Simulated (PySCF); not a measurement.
A PySCF script (with the pyscf-properties extension) for the NMR shieldings of SMILES C=C(C)B[SiH2]CS[SiH3], C4H13BSSi2, on a GFN2-xTB geometry:

```python
import basis_set_exchange as bse
import numpy as np
from pyscf import gto, dft
from pyscf.prop import nmr

atoms = """
C    -3.574639   -1.643681    0.326884
C    -2.718864   -0.612530    0.336120
C    -3.263269    0.788002    0.258348
B    -1.188189   -0.846272    0.378308
Si    0.056231    0.639580    0.063941
C     1.868112    0.026242   -0.003381
S     2.996397    1.429336   -0.314060
Si    4.865679    0.401827   -0.233745
H    -3.232933   -2.663784    0.384974
H    -4.644099   -1.509614    0.247318
H    -2.878860    1.289890   -0.627366
H    -2.934495    1.362240    1.122305
H    -4.351028    0.795804    0.225938
H    -0.824707   -1.940951    0.599155
H    -0.137743    1.375757   -1.200472
H     0.050748    1.680928    1.110389
H     2.170177   -0.436820    0.934275
H     2.019540   -0.695970   -0.803751
H     5.853399    1.427360   -0.508864
H     5.008419   -0.189756    1.094679
H     4.851203   -0.660646   -1.236763
"""
names = dict.fromkeys(["C", "B", "Si", "S", "H"], "pcSseg-1")
basis = {el: gto.basis.parse(bse.get_basis(n, elements=[el], fmt="nwchem")) for el, n in names.items()}
mol = gto.M(atom=atoms, basis=basis, charge=0, verbose=0)
mf = dft.RKS(mol, xc="PBE0")
mf.grids.level = 2
mf.grids.alignment = dft.numint.BLKSIZE   # the property module wants whole blocks of grid points
mf.conv_tol = 1e-9
mf.kernel()

calc = nmr.RKS(mf)   # GIAO
C = mf.mo_coeff
Co = C[:, mf.mo_occ > 0]
resp = mf.gen_response(singlet=True, hermi=2)
def vind(x):   # induced exchange potential for any number of trial vectors
    d = np.einsum("pi,xij,qj->xpq", C, 2 * x.reshape(-1, C.shape[1], Co.shape[1]), Co, optimize=True)
    return np.einsum("xpq,pi,qj->xij", resp(d - d.transpose(0, 2, 1)), C, Co, optimize=True).ravel()
mo1, _ = nmr.rhf.solve_mo1(calc, with_cphf=vind)
sigma = calc.kernel(mo1)
for i, s in enumerate(sigma):   # ppm
    w = np.linalg.eigvalsh((s + s.T) / 2)
    print("%2d %-2s iso %8.1f  s11 %8.1f  s22 %8.1f  s33 %8.1f" % (i, mol.atom_pure_symbol(i), w.mean(), *w))
```

Task: What does it print?

Result: 
```
 0 C  iso     31.8  s11    -66.2  s22     28.3  s33    133.5
 1 C  iso     20.9  s11   -102.7  s22    -16.9  s33    182.2
 2 C  iso    158.5  s11    139.8  s22    152.7  s33    183.0
 3 B  iso      5.5  s11    -88.9  s22    -16.0  s33    121.3
 4 Si iso    414.5  s11    361.1  s22    395.8  s33    486.6
 5 C  iso    173.9  s11    162.7  s22    163.6  s33    195.4
 6 S  iso    708.3  s11    589.3  s22    608.7  s33    926.8
 7 Si iso    398.8  s11    347.3  s22    385.1  s33    464.1
 8 H  iso     25.5  s11     22.8  s22     24.6  s33     29.1
 9 H  iso     25.0  s11     21.5  s22     24.8  s33     28.6
10 H  iso     29.2  s11     25.2  s22     29.2  s33     33.2
11 H  iso     29.3  s11     25.6  s22     29.1  s33     33.3
12 H  iso     29.7  s11     26.0  s22     28.7  s33     34.5
13 H  iso     23.0  s11     13.6  s22     26.2  s33     29.2
14 H  iso     27.5  s11     22.8  s22     27.8  s33     31.7
15 H  iso     27.4  s11     22.9  s22     27.8  s33     31.5
16 H  iso     30.0  s11     23.9  s22     29.3  s33     36.8
17 H  iso     29.9  s11     23.8  s22     29.2  s33     36.8
18 H  iso     27.1  s11     23.2  s22     24.6  s33     33.5
19 H  iso     27.1  s11     23.2  s22     25.3  s33     32.8
20 H  iso     27.1  s11     23.3  s22     25.3  s33     32.8
```

These numbers come from an equivalent density-fitted implementation of the same equations, which agrees with the script to about 0.01 ppm for H and up to a few tenths of a ppm for heavy atoms, so last digits may differ.

Size and cost of the density-fitted run: 222 basis functions, 96 s wall time on 1 thread of an Arm Neoverse N1, shared host; peak memory 1 GiB.
